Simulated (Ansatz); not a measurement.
Geometry optimisation, Ansatz, RHF/def2-SVP.

Input:

```yaml
crystal:
  periodic: [false, false, false]
  atoms:
    - { symbol: Ti, position_ang: [0.0, 0.0, 0.0] }
    - { symbol: O, position_ang: [0.0, 0.0, 2.27] }
    - { symbol: Si, position_ang: [-1.3147, -0.4067, 3.2336] }
    - { symbol: H, position_ang: [-2.239, -1.2403, 2.4704] }
    - { symbol: H, position_ang: [-0.8506, -1.1432, 4.4057] }
    - { symbol: H, position_ang: [-1.9987, 0.8095, 3.6633] }
    - { symbol: F, position_ang: [1.7257, 0.0, -0.6094] }
    - { symbol: F, position_ang: [-0.8619, 1.4933, -0.6094] }
    - { symbol: F, position_ang: [-0.8619, -1.4933, -0.6094] }
    - { symbol: H, position_ang: [1.0439, -1.5851, 0.6306] }
    - { symbol: H, position_ang: [0.7967, -1.2098, 1.6134] }
basis:
  gaussian: { orbitals: def2-SVP }
hamiltonian:
  xc: hf
relax:
  f_tol: 0.15
  max_steps: 25
  restrain:
    - { distance: [0, 9], at: 2.9, k: 30.0 }
    - { distance: [10, 1], at: 2.21, k: 30.0 }
    - { distance: [0, 1], at: 1.92, k: 30.0 }
    - { distance: [10, 9], at: 0.66, k: 30.0 }
output:
  orbitals: {}
```

Run as:

```bash
$ ansatz run input.yaml --threads 4 --pin off --max-ram 5120MiB --backend cpu --events-out ev --progress --plain --runs-dir out
```

Task: Where does it end, and by what steps?

Result: The forces met the threshold. The restraints hold the end off the free minimum; the threshold counts their pulls, which the force column leaves out. Restrained pairs: Ti1–H10 (2.00 → 2.90 Å), O2–H11 (1.59 → 2.22 Å), Ti1–O2 (2.27 → 1.84 Å), H10–H11 (1.08 → 0.71 Å). After 10 steps the energy has fallen by 4.194 eV (the restraints' own energy left out); H10 moved furthest, 0.77 Å.

| step | energy less start (eV) | largest force component (eV/Å) | accepted |
| --- | --- | --- | --- |
| 0 | 0.0000 | 3.847 | yes |
| 1 | -1.3580 | 3.821 | yes |
| 2 | -2.3409 | 5.598 | yes |
| 3 | -3.0630 | 5.499 | yes |
| 4 | -3.8490 | 2.995 | yes |
| 5 | -4.0405 | 2.386 | yes |
| 6 | -4.1080 | 2.304 | yes |
| 7 | -4.1644 | 2.271 | yes |
| 8 | -4.1880 | 2.339 | yes |
| 9 | -4.1740 | 2.286 | no |
| 10 | -4.1941 | 2.292 | yes |

```xyz
11
Properties=species:S:1:pos:R:3
Ti -0.113 0.112 -0.005
O -0.524 -0.175 1.766
Si -1.387 -0.342 3.175
H -2.588 -1.169 2.911
H -0.537 -1.007 4.183
H -1.803 0.990 3.662
F 1.560 0.465 -0.247
F -1.007 1.470 -0.567
F -0.588 -1.236 -0.973
H 1.433 -2.105 1.049
H 0.993 -1.778 1.505
```

The run took 10 s on 4 threads of AMD EPYC 9B45 (Zen 5) (shared host), peak memory 0.34 GiB.
